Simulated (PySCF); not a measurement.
I2Pb, singlet, at a GFN2-xTB geometry (such geometries of metal compounds can be far from the true shape) (core potentials on I, Pb); PySCF with TPSS/def2-SV(P).

The PySCF input:
```python
from pyscf import gto, scf, dft

mol = gto.Mole()
mol.atom = '''
    Pb   -0.00852880   -0.00721361    0.96279553
    I     1.06067820   -1.86389256   -0.74947342
    I    -1.04748270    1.87505324   -0.74013476
'''
mol.basis = 'def2-sv(p)'
mol.ecp = {'I': 'def2-sv(p)', 'Pb': 'def2-sv(p)'}
mol.verbose = 5
mol.build()

mf = dft.RKS(mol)
mf.xc = 'tpss'
mf.grids.prune = dft.gen_grid.sg1_prune
mf.kernel()
mf.analyze()
```

What the program printed (banner, timings and long lists left out):

```
PySCF version 2.14.0

[INPUT] verbose = 5
[INPUT] max_memory = 4000
[INPUT] num. atoms = 3
[INPUT] num. electrons = 72
[INPUT] charge = 0
[INPUT] spin (= nelec alpha-beta = 2S) = 0
[INPUT] symmetry False subgroup None
[INPUT] Mole.unit = angstrom
[INPUT] Symbol           X                Y                Z      unit          X                Y                Z       unit  Magmom
[INPUT]  1 Pb    -0.008528800000  -0.007213610000   0.962795530000 AA   -0.016117096171  -0.013631747269   1.819419865655 Bohr   0.0
[INPUT]  2 I      1.060678200000  -1.863892560000  -0.749473420000 AA    2.004391304297  -3.522246464014  -1.416299501441 Bohr   0.0
[INPUT]  3 I     -1.047482700000   1.875053240000  -0.740134760000 AA   -1.979455423220   3.543337092578  -1.398651991671 Bohr   0.0
[INPUT] ---------------- BASIS SET ----------------
[INPUT] l, kappa, [nprim/nctr], expnt,             c_1 c_2 ...
[INPUT] Pb
[INPUT] 0    0    [2    /1   ]  8.0719473648      -0.020412061217
                                1.416573749       0.32865829049
[INPUT] 0    0    [6    /1   ]  55.727520333      0.0029681153058
                                20.302912827      -0.14352634362
                                14.55862875       0.37554188507
                                6.5370530973      -0.672530998
                                1.5933900686      0.95887533909
                                0.83051419711     0.32593632538
[INPUT] 0    0    [1    /1   ]  0.2041893337         1
[INPUT] 0    0    [1    /1   ]  0.077159007761       1
[INPUT] 1    0    [1    /1   ]  2.1359869828         1
[INPUT] 1    0    [4    /1   ]  9.5531412199      0.2054294399
                                7.5327685129      -0.36407590058
                                1.1185539567      0.32217481686
                                0.53739855255     0.096677743015
[INPUT] 1    0    [1    /1   ]  0.20027494801        1
[INPUT] 1    0    [1    /1   ]  0.063408011513       1
[INPUT] 2    0    [5    /1   ]  13.494505735      0.011571042371
                                7.0609770411      -0.066746645076
                                2.1581835375      0.33978760942
                                1.0148541418      0.48523039273
                                0.4463267292      0.29682924018
[INPUT] 2    0    [1    /1   ]  0.175                1
[INPUT] I
[INPUT] 0    0    [2    /1   ]  11.720547572      -0.016160234511
                                1.7625986449      0.35271525193
[INPUT] 0    0    [6    /1   ]  445.90489176      0.0020037290389
                                23.336842412      -0.14989397324
                                19.583446104      0.36436474913
                                8.5112089186      -0.75538138199
                                2.1996161861      0.82816359356
                                1.0668970454      0.4216104811
[INPUT] 0    0    [1    /1   ]  0.28697476318        1
[INPUT] 0    0    [1    /1   ]  0.11227609607        1
[INPUT] 1    0    [1    /1   ]  3.0288656771         1
[INPUT] 1    0    [4    /1   ]  20.499027254      0.077159335656
                                10.558754576      -0.3837037278
                                1.5015895485      0.83554174719
                                0.64597173095     0.16787259488
[INPUT] 1    0    [1    /1   ]  0.34506591841        1
[INPUT] 1    0    [1    /1   ]  0.11134513813        1
[INPUT] 2    0    [5    /1   ]  51.23535492       0.0040345130346
                                15.616239482      -0.0050768108881
                                4.5266002139      0.29151065356
                                2.0529808766      0.51145783605
                                0.87640281623     0.31232025297
[INPUT] 2    0    [1    /1   ]  0.309                1

nuclear repulsion = 289.288001874111
number of shells = 30
number of NR pGTOs = 183
number of NR cGTOs = 78
basis = def2-sv(p)
ecp = {'I': 'def2-sv(p)', 'Pb': 'def2-sv(p)'}

******** <class 'pyscf.dft.rks.RKS'> ********
method = RKS
initial guess = minao
damping factor = 0
level_shift factor = 0
DIIS = <class 'pyscf.scf.diis.CDIIS'>
diis_start_cycle = 1
diis_space = 8
diis_damp = 0
SCF conv_tol = 1e-09
SCF conv_tol_grad = None
SCF max_cycles = 50
direct_scf = True
direct_scf_tol = 1e-13
XC library pyscf.dft.libxc version 7.1.2
    S. Lehtola, C. Steigemann, M. J. T. Oliveira, and M. A. L. Marques,  SoftwareX 7, 1–5 (2018)
XC functionals = tpss
    J. Tao, J. P. Perdew, V. N. Staroverov, and G. E. Scuseria,  Phys. Rev. Lett. 91, 146401 (2003)
    J. P. Perdew, J. Tao, V. N. Staroverov, and G. E. Scuseria,  J. Chem. Phys. 120, 6898 (2004)
    J. Tao, J. P. Perdew, V. N. Staroverov, and G. E. Scuseria,  Phys. Rev. Lett. 91, 146401 (2003)
    J. P. Perdew, J. Tao, V. N. Staroverov, and G. E. Scuseria,  J. Chem. Phys. 120, 6898 (2004)
radial grids:
    Treutler-Ahlrichs [JCP 102, 346 (1995); DOI:10.1063/1.469408] (M4) radial grids

becke partition: Becke, JCP 88, 2547 (1988); DOI:10.1063/1.454033
pruning grids: <function sg1_prune>
grids dens level: 3
symmetrized grids: False
atomic radii adjust function: <function treutler_atomic_radii_adjust>
small_rho_cutoff = 0
Set gradient conv threshold to 3.16228e-05
Initial guess from minao.
Density of valence part of ANO basis will be used as initial guess for Pb
Density of valence part of ANO basis will be used as initial guess for I
Traceback (most recent call last):
  File "input.py", line 17, in <module>
  File "<string>", line 2, in kernel
  File "site-packages/pyscf/scf/hf.py", line 2099, in scf
  File "site-packages/pyscf/scf/hf.py", line 132, in kernel
  File "site-packages/pyscf/dft/rks.py", line 70, in get_veff
  File "site-packages/pyscf/dft/rks.py", line 506, in initialize_grids
  File "site-packages/pyscf/dft/gen_grid.py", line 653, in build
  File "<string>", line 6, in gen_atomic_grids
  File "site-packages/pyscf/dft/gen_grid.py", line 318, in gen_atomic_grids
  File "site-packages/pyscf/dft/gen_grid.py", line 81, in sg1_prune
IndexError: index 82 is out of bounds for axis 0 with size 19
```

The input was rejected before any calculation.
